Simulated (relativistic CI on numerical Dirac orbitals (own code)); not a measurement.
## Slater and spin-orbit integrals, Pt55+

Computed by Dirac-Coulomb-Breit CI, orbitals from a KLI potential per configuration, model QED, unscaled Slater integrals (own radial code, finite nucleus).

Slater integrals F^k, G^k are unscaled and averaged over j, outside the closed core [Ne]; ζ comes from projecting the Hamiltonian with its Breit term on Σ l·s of the shell.

- 3s2.3p6.3d5: F^2(3d,3d) = 643320, F^4(3d,3d) = 415700, ζ(3d) = 297460 cm⁻¹; <r>(3d) = 0.1589, <r^2>(3d) = 0.02925 (bohr units).
- 3s2.3p5.3d6: ζ(3p) = 2.2614e+06, F^2(3d,3d) = 642490, F^4(3d,3d) = 415130, F^2(3p,3d) = 555700, G^1(3p,3d) = 589380, G^3(3p,3d) = 393890, ζ(3d) = 295300 cm⁻¹; <r>(3p) = 0.1773, <r^2>(3p) = 0.03647, <r>(3d) = 0.1591, <r^2>(3d) = 0.02932 (bohr units).
- 3s2.3p4.3d7: F^2(3p,3p) = 550020, ζ(3p) = 2.2602e+06, F^2(3d,3d) = 641630, F^4(3d,3d) = 414550, F^2(3p,3d) = 555310, G^1(3p,3d) = 589410, G^3(3p,3d) = 393780, ζ(3d) = 293150 cm⁻¹; <r>(3p) = 0.1774, <r^2>(3p) = 0.03652, <r>(3d) = 0.1593, <r^2>(3d) = 0.02939 (bohr units).

(1) Give the Racah parameters of the d shell in 3s2.3p6.3d5.

Averages of the first 10 configurations, taken without configuration mixing, which lowers the lowest level and can move excited configurations by several eV; other configurations of the list can lie among them:

| Configuration | Parity | States | Average energy above the lowest level (eV) |
| --- | --- | --- | --- |
| 3s2.3p6.3d5 | even | 252 | 194.2 |
| 3s2.3p5.3d6 | odd | 1260 | 744.0 |
| 3s2.3p4.3d7 | even | 1800 | 1302.7 |
| 3s.3p6.3d6 | even | 420 | 1275.5 |
| 3p6.3d7 | even | 120 | 2368.9 |
| 3s.3p5.3d7 | odd | 1440 | 1823.6 |
| 3s2.3p6.3d4.4s | even | 420 | 2313.8 |
| 3s2.3p6.3d4.4p | odd | 1260 | 2516.3 |
| 3s2.3p4.3d6.4s | even | 6300 | 3400.9 |
| 3s2.3p5.3d5.4s | odd | 3024 | 2852.8 |

Answers

(1) B = F²/49 − 5F⁴/441 = 8416 cm⁻¹ and C = 35F⁴/441 = 32992 cm⁻¹.
